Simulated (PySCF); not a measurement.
## Property card for `Bc1cccc(B(Cl)Cl)c1`

Species: C6H6B2Cl2.
Bonds: B1–C2, C2–C3 (aromatic), C3–C4 (aromatic), C4–C5 (aromatic), C5–C6 (aromatic), C6–B7, B7–Cl8, B7–Cl9, C6–C10 (aromatic), C2–C10 (aromatic). Hydrogens: H11, H12 on B1; H13 on C3; H14 on C4; H15 on C5; H16 on C10.

Some functional groups and rings: benzene ring and three-coordinate boron.

PBE0-D3(BJ)/def2-SVP geometry optimisation, gas phase (PySCF):

```
Rotational constants A, B, C : 1.649, 0.620, 0.451 GHz
```

**wB97X-D/def2-SVPD ground state and vertical TDDFT (core frozen in the response) (PySCF)**

```
Dipole moment                                                     : 2.06 D
HOMO energy                                                       : -9.75 eV
LUMO energy                                                       : -0.78 eV
HOMO–LUMO gap                                                     : 8.97 eV
Lowest singlet excitation                                         : 4.68 eV (265 nm, f = 0.030)
Strongest line among the 6 lowest singlet transitions             : S3/S4 at 5.60 eV (221 nm, f = 0.746 summed over these states)
Static isotropic polarisability                                   : 127.3 au
Electronic spatial extent ⟨r²⟩ about the centre of nuclear charge : 2256 bohr²
```

Monoisotopic mass from the formula: 170.0033 u.

The rotational constants make it an asymmetric top with κ = (2B − A − C)/(A − C) = -0.72, nearer the prolate limit (−1). The largest Löwdin shares of the LUMO are 0.16 on C3, 0.16 on C5, 0.14 on B7 and 0.12 on B1. The polarisability is 18.87 Å³ as a volume (1 au = 0.148185 Å³), or 1.48 au for each of the 86 electrons. The principal polarisabilities are 74.3, 138.1 and 169.7 au; their mean is the isotropic value. In wavenumbers S1 is 37700 cm⁻¹ (1 eV = 8065.54 cm⁻¹). The largest Löwdin shares of the HOMO are 0.23 on C4, 0.20 on C10, 0.16 on C6 and 0.16 on C3. With B = h/(8π²I), that is 505.379 GHz u Å² over I, the principal moments of inertia are 306.4, 815.1 and 1121.5 u Å² (most abundant isotopes). In atomic units the dipole is 0.81 e·bohr (1 au = 2.5417 D).

The values belong to the conformer `[BH2:1][c:2]1[cH:3][cH:4][cH:5][c:6]([B:7]([Cl:8])[Cl:9])[cH:10]1`: C5–C6–B7–Cl8 -1°.
